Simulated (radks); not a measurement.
Values are calculated unless marked as measured or tabulated.
Question: The mean radii <r> (bohr) of the occupied orbitals of an atom or ion are listed with their occupations. Code: a radial shooting solver on a logarithmic mesh with Libxc functionals. Model: non-relativistic Kohn-Sham, PBE, spin-polarised, spherical densities, point nucleus.

| orbital | occ. | <r> |
|---|---|---|
| 1s up | 1 | 0.2303 |
| 1s down | 1 | 0.2296 |
| 2s up | 1 | 1.305 |
| 2s down | 1 | 1.365 |
| 2p up | 3 | 1.434 |

Name the element and its charge. Open shells, if any, are filled with parallel spins first.

Answer: Z = 7, nitrogen, charge 0: N in [He] 2s2 2p3. The 1s radius gives Z: for a bare nucleus <r> = 1.5/Z, 0.2143 bohr for Z = 7, and screening makes it slightly larger (0.2303 here). The occupations add up to 7, and the charge is Z minus that.
